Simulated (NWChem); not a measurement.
Molecule: C₂, singlet; SMILES [C]=[C]

```xyz
2

C      0.0000     0.0000    -0.6231
C      0.0000     0.0000     0.6231
```
Atoms are numbered in this order, from 1.

Low-valent species are run as closed-shell singlets; no triplet was tried in these runs. Coordinates come from a PBE0-D3(BJ)/def2-TZVP optimisation.

Question: Split the isotropic spin-spin couplings (Hz) from B3LYP/6-31G** (spherical d) (NWChem) into Fermi-contact, spin-dipolar, paramagnetic and diamagnetic spin-orbit terms, for the pairs 1–2.

Answer: 
```tsv
pair	FC	SD	PSO	DSO	total
13C(1)–13C(2)	-449.59	-2.92	-299.86	0.02	-752.35
```
